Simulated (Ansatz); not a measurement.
Basis-set extrapolation for C$_{2}$H$_{6}$BNO, SMILES `CC(=N)BO` (PBE0-D4/def2-TZVP geometry, frozen core, Ansatz). Multiplicity 1, RHF reference.

```tsv
	def2-TZVPP	def2-QZVPP
HF	-233.355700	-233.366704
MP2 correlation	-0.871720	-0.932822
CCSD(T) correlation	-0.942921	not run
```

Energies in hartree. Use E(X) = E(∞) + A·exp(−7.88·√X) for Hartree–Fock and E(X) = E(∞) + B·X^(−2.97) for correlation, with X = 3 and 4, and add CCSD(T) minus MP2 of the smaller set to the MP2 limit.

Problem. What is the CCSD(T) energy at the basis-set limit?

Solution. HF limit: -233.366704 + (-0.011004) × 0.13774 = -233.36822. MP2 limit: -0.932822 + (-0.061102) × 0.74074 = -0.97808. Higher-order term: -0.942921 − (-0.871720) = -0.07120. Total: -234.41750 hartree, 74.6 kcal/mol below CCSD(T)/def2-TZVPP.
